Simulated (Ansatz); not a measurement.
Born–Oppenheimer molecular dynamics of CH5ClGe (8 atoms, charge 0, multiplicity 1). It starts from a relaxed structure.

Level of theory: RKS B3LYP/def2-SVP (Ansatz).

```json
{"ensemble": "NVT, Nosé–Hoover chain", "time step": "3 fs", "steps asked": "40", "set temperature": "1000 K", "thermostat": "time constant 50 fs, chain length 1", "seed": "567039"}
```

First frame:

```xyz
8
Properties=species:S:1:pos:R:3
Ge 0.000 0.027 0.034
H -0.242 -0.181 1.542
H 1.510 0.063 -0.275
C -0.932 1.603 -0.653
H -2.011 1.519 -0.458
H -0.548 2.508 -0.157
H -0.772 1.694 -1.738
Cl -0.806 -1.739 -0.981
```

Problem. What does the run give?

Solution. All steps were run.

```yaml
steps_done: 40
time_covered: 120 fs
mean_temperature_over_the_second_half: 2 K
spread_of_the_potential_energy_over_the_second_half: 1.6 meV per atom
mean_potential_energy_of_the_second_half_above_the_start: 1654.5 meV per atom
```

The conserved energy changed by up to 24000 meV per atom, so the integration failed: the time step of 3 fs is too long for the fastest motions that this run met, and the later frames carry no physical meaning.

Problem. What happens to the structure?

Solution. Parted: C4–H6 1.10 → 10.97 Å, C4–H7 1.10 → 6.31 Å. It ends as CH3ClGe + H + H. Pairs count as bonded within 1.25 times the sum of covalent radii (0.12 Å more for H–H). The details hang on the random start.

Problem. How do temperature and energy run in time?

Solution. 
```tsv
time (fs)	T (K)	potential energy less start (eV)	conserved less start (meV/atom)
0.0	1000	0.000	0.00
9.0	377	2.120	204.14
18.0	128906	13.037	17768.88
27.0	2407	14.066	23685.40
36.0	102	13.526	23682.20
45.0	27	13.337	23681.29
54.0	9	13.282	23681.09
63.0	4	13.259	23681.04
72.0	3	13.247	23681.02
81.0	2	13.238	23681.00
90.0	1	13.232	23681.00
99.0	1	13.228	23680.99
108.0	1	13.225	23680.99
117.0	1	13.222	23680.99
```

The run took 91 s on 2 threads of Arm Neoverse V1, with other jobs on the host, peak memory 0.18 GiB.
